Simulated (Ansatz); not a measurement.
# An input for doublet [As2]−

[As2]−: 2 atoms, total charge -1, spin state doublet. SMILES of the parent species: `[As]#[As]`. The shape is that of a PBE0-D4/def2-TZVP optimisation. That shape belongs to the parent species and isn't relaxed for this state.

```csv
atom,x (Å),y (Å),z (Å)
As,0.0000,0.0000,0.0025
As,0.0000,0.0000,2.0915
```

Settings wanted:

```
basis set              : def2-TZVPPD
integral approximation : none
task                   : energy
method                 : DFT
functional             : B3LYP
reference              : UKS
accuracy               : high
```

Write the Ansatz 0.2.0 input and the command.

This one ran through:

molecule.yaml:
```yaml
crystal:
  periodic: [false, false, false]
  atoms:
    - {symbol: As, position_ang: [0.000000, -0.000000, 0.002480]}
    - {symbol: As, position_ang: [-0.000000, 0.000000, 2.091490]}
basis:
  gaussian:
    orbitals: def2-TZVPPD.json
total_charge: -1
magnetization:
  spin_polarized: true
  initial_magnetization: 1
hamiltonian:
  xc: {name: B3LYP}
accuracy: high
output: {orbitals: {seedname: orbitals}}
```

```bash
$ ansatz run molecule.yaml --threads 1 --pin off --max-ram 3480MiB --events-out events.jsonl --progress --plain --runs-dir runs
```

(Basis files named in the input come from the Basis Set Exchange and aren't shown.)

Calculated total energy: -4471.86965 Eh. The HOMO lies above zero, from self-interaction, a short basis or an unbound electron.
